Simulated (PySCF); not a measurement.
**From computed data to an observable: oscillator strength and radiative lifetime**

C₅H₉N, SMILES N(CC=C=C)C.

Geometry optimised at PBE0-D3(BJ)/def2-SVP. One conformer was computed; it need not be the lowest.

PySCF with TDDFT-PBE/def2-SVPD puts the first singlet state with f over 0.02 at 6.20 eV (vertical), with the transition dipole (-0.006, -0.365, 0.083) in atomic units.

Q: Find the oscillator strength, the wavelength and the radiative lifetime that this transition would have in vacuum if emission retraced absorption.

A: 
|μ|² = 0.1401 au, so |μ| = 0.95 D. ΔE = 6.20/27.211 = 0.2278 hartree. f = (2/3) ΔE |μ|² = 0.021 (the program prints 0.021).
λ = 1239.84/6.20 = 200 nm; ν = 50006 cm⁻¹.
Einstein's coefficient A = 0.6670 ν² f s⁻¹ (ν in cm⁻¹) = 3.6e7 s⁻¹, so τ = 1/A = 28 ns. This state is S7; the lower singlets have f = 0.003, 0.006, 0.006, 0.001, 0.011, 0.000. The figure is the radiative limit of this one transition; relaxation, internal conversion, crossing to triplets and a medium change what is measured.
